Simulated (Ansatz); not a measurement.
One change: `C=CC(=C)F` becomes `C=CC(=C)I`.

Ansatz, PBE0-D4/def2-TZVP geometries, multiplicity 1. Each molecule was computed in one conformer, which needn't be the lowest.

Elements past krypton have def2 core potentials.

| property | `C=CC(=C)F` |
| --- | --- |
| HOMO–LUMO gap (B3LYP/def2-TZVPP) / eV | 5.51 |
| HOMO–LUMO gap (PBE/def2-TZVPP) / eV | 3.96 |
| HOMO–LUMO gap (PBE0/def2-TZVPP) / eV | 5.93 |
| LUMO energy (ωB97M-V/def2-TZVPP) / eV | 0.99 |
| HOMO energy (PBE0/def2-TZVPP) / eV | -7.01 |
| HOMO–LUMO gap (ωB97M-V/def2-TZVPP) / eV | 10.11 |

Give the same properties after the change, and the shifts. (Estimate.)

The calculation gave: 
```csv
property,`C=CC(=C)I`,shift
HOMO–LUMO gap (B3LYP/def2-TZVPP) / eV,5.22,-0.29
HOMO–LUMO gap (PBE/def2-TZVPP) / eV,3.70,-0.26
HOMO–LUMO gap (PBE0/def2-TZVPP) / eV,5.63,-0.30
LUMO energy (ωB97M-V/def2-TZVPP) / eV,0.76,-0.23
HOMO energy (PBE0/def2-TZVPP) / eV,-6.93,0.08
HOMO–LUMO gap (ωB97M-V/def2-TZVPP) / eV,9.76,-0.35
```

With PBE0 the HOMO rises by 0.08 eV and the LUMO falls by 0.22 eV, so the gap narrows by about 0.30 eV. PBE moves the HOMO by 0.05 eV and ωB97M-V by 0.12 eV.

B3LYP here is the variant with VWN-RPA as its local correlation; programs differ in this.

Spin–orbit coupling is left out; it splits and shifts lone-pair levels of the heavy atoms by tenths of an eV.
